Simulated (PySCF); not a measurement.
**GaO⁻: everyday levels beside a composite calculation**

PySCF; the state is a singlet (closed shell). The composite is CCSD(T) extrapolated to the basis-set limit from two correlation-consistent sets, with core-valence (CV) and scalar-relativistic (SR) terms as its label shows; it has no spin–orbit coupling and nothing beyond (T). Here it is CCSD(T)/CBS(DT)+CV. It gives Re = 1.711 Å, ωe = 798 cm⁻¹ and De = 5.52 eV to Ga + O⁻.

```
 level                       basis                           relativity  Re (Å)  ωe (cm⁻¹)  De (eV)
   PBE  aug-cc-pVDZ-PP/aug-cc-pVDZ  scalar-relativistic core potentials   1.756        726     5.30
   PBE                 def2-TZVPPD                        no relativity   1.737        763     5.51
  PW91                 def2-TZVPPD                        no relativity   1.735        766     5.54
  BP86  aug-cc-pVDZ-PP/aug-cc-pVDZ  scalar-relativistic core potentials   1.756        727     5.28
  TPSS  aug-cc-pVDZ-PP/aug-cc-pVDZ  scalar-relativistic core potentials   1.748        745     5.23
r²SCAN  aug-cc-pVDZ-PP/aug-cc-pVDZ  scalar-relativistic core potentials   1.729        778     5.25
r²SCAN                 def2-TZVPPD                        no relativity   1.715        811     5.47
  PBE0  aug-cc-pVDZ-PP/aug-cc-pVDZ  scalar-relativistic core potentials   1.727        787     4.99
  PBE0                 def2-TZVPPD                        no relativity   1.712        821     5.22
 ωB97X                 def2-TZVPPD                        no relativity   1.707        837     5.36
```

**Question.** Give the difference of each row from the composite.

**Answer.** 

```csv
level,basis,ΔRe (pm),Δωe (%),ΔDe (eV)
PBE,aug-cc-pVDZ-PP/aug-cc-pVDZ,+4.5,-9.0,-0.22
PBE,def2-TZVPPD,+2.6,-4.4,-0.01
PW91,def2-TZVPPD,+2.4,-4.0,+0.02
BP86,aug-cc-pVDZ-PP/aug-cc-pVDZ,+4.5,-8.9,-0.24
TPSS,aug-cc-pVDZ-PP/aug-cc-pVDZ,+3.7,-6.6,-0.29
r²SCAN,aug-cc-pVDZ-PP/aug-cc-pVDZ,+1.8,-2.5,-0.27
r²SCAN,def2-TZVPPD,+0.4,+1.6,-0.05
PBE0,aug-cc-pVDZ-PP/aug-cc-pVDZ,+1.6,-1.4,-0.53
PBE0,def2-TZVPPD,+0.1,+2.9,-0.30
ωB97X,def2-TZVPPD,-0.4,+4.9,-0.16
```

**Question.** Which rows come closest in De?

**Answer.** PBE in def2-TZVPPD (-0.01 eV); PW91 in def2-TZVPPD (+0.02 eV), counted from the composite.

Correlated steps freeze 5 core orbitals. For an ion De counts to the pair picked by the measured ionisation energies or electron affinities, which need not be the lowest pair at this level. Where the molecule has an RHF reference, its open-shell atoms are computed with UHF. The highest Kohn–Sham level is positive in some of these anions. Much of that is self-interaction error, but it also means that the finite basis helps to hold the extra electron. The CCSD T1 diagnostic is raised in GaO⁻, a sign that a single reference may not be enough there.
